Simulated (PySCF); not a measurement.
Compound: FH₅InN.
Bonds: N1–In2, In2–F3. Hydrogens: H4, H5, H6 on N1; H7, H8 on In2.

Computed, not measured: PBE0-D3(BJ)/def2-SVP geometry optimisation, gas phase, def2 core potentials past Kr (PySCF).

How far are the bound atoms from In2?

4 atoms: H7 1.724 Å, H8 1.724 Å, F3 2.018 Å, N1 2.355 Å. The nearest atom not counted as bound is H6, at 2.54 Å.

List the angles at In2.

```
    angle  degrees  distance of the outer atoms (Å)
H7–In2–H8    134.2                             3.18
F3–In2–H7    110.8                             3.08
F3–In2–H8    110.7                             3.08
N1–In2–H7    104.0                             3.24
N1–In2–H8    103.9                             3.24
N1–In2–F3     76.1                             2.71
```

Describe the arrangement about In2 in numbers.

Angles from 76.1° to 134.2°; τ4 = (360° − α − β)/141° = 0.82 with α and β the two widest (0 for a square, 1 for a tetrahedron).

What are the other bond lengths?

N1–H4, N1–H5 1.018 Å; N1–H6 1.028 Å.

What are the rotational constants (commonest isotopes, rigid rotor)?

A = 7188, B = 5210, C = 3273 MHz: an asymmetric top.

Charge 0, singlet. Not checked by PBE0-D3(BJ)/def2-SVP frequencies.
